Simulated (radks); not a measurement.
The numbers below are computed, except where a source is named.
Problem. Neutral iron: order these configurations by energy. Level of theory: scalar-relativistic Kohn-Sham, r2SCAN, spin-polarised, spherical densities, finite nucleus; meta-GGA in the generalised Kohn-Sham scheme; Fermi nuclear charge, rms radius of each element as measured or else 0.836 A^(1/3) + 0.57 fm (a radial shooting solver on a logarithmic mesh with Libxc functionals). Open shells are filled with parallel spins first. [Ar] 3d5 4s2 4p1; [Ar] 3d6 4s1 4p1; [Ar] 3d6 4s2; [Ar] 3d7 4s1.

Solution. From the lowest, in eV above it: [Ar] 3d6 4s2 0.000; [Ar] 3d7 4s1 1.023; [Ar] 3d6 4s1 4p1 2.543; [Ar] 3d5 4s2 4p1 4.705.
